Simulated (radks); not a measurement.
Values are calculated unless marked as measured or tabulated.
Task: The krypton ion Kr10+ is in [Ar] 3d8. Code: a radial shooting solver on a logarithmic mesh with Libxc functionals. Model: scalar-relativistic Kohn-Sham, PBEsol, spin-polarised, spherical densities, finite nucleus; Fermi nuclear charge, rms radius of each element as measured or else 0.836 A^(1/3) + 0.57 fm. Open shells are filled with parallel spins first. One electron is removed from 3p, 2p, 3s, 3d in turn, with full relaxation. Which removal costs least, and what does each cost?

Result: 3d 309.00 eV; 3p 422.33 eV; 3s 491.56 eV; 2p 1924.7 eV. The 3d electron leaves first.
